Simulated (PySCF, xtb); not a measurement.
hydrogen bromide (BrH), SMILES Br.

Harmonic wavenumbers (cm⁻¹) from GFN2-xTB (xtb 6.7.1) at its own minimum, in rising order: 2346.

Q: What does PySCF with PBE0-D3(BJ)/def2-TZVPD give at its own minimum? (An estimate is asked for; the answer gives what the named calculation found.)

A: 2671. Paired by order, the mean absolute difference is 324 cm⁻¹ and the zero-point energies are 3.4 and 3.8 kcal/mol.
